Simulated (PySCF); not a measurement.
**Radial density of Mn⁺ (manganese, charge +1)**

UHF, [Ar] 3d5 4s1, high-spin 7S determinant. Computed with PySCF 2.14 in aug-cc-pVQZ, with the non-relativistic Hamiltonian (point nucleus).

| r (bohr) | 4πr²ρ (e/bohr) | 4πr²(ρα − ρβ) |
| --- | --- | --- |
| 0.00104 | 0.1356 | 0.0000 |
| 0.00175 | 0.3703 | 0.0001 |
| 0.00294 | 0.9872 | 0.0003 |
| 0.00494 | 2.527 | 0.0009 |
| 0.00830 | 6.045 | 0.0021 |
| 0.0140 | 12.90 | 0.0044 |
| 0.0235 | 22.79 | 0.0071 |
| 0.0395 | 29.72 | 0.0070 |
| 0.0665 | 26.12 | 0.0024 |
| 0.112 | 24.01 | 0.0299 |
| 0.188 | 32.98 | 0.2558 |
| 0.316 | 20.60 | 1.2461 |
| 0.532 | 12.17 | 3.5181 |
| 0.895 | 13.61 | 4.1549 |
| 1.51 | 3.895 | 2.0400 |
| 2.53 | 0.7604 | 0.7191 |
| 4.26 | 0.1379 | 0.1379 |
| 7.16 | 0.002780 | 0.0028 |
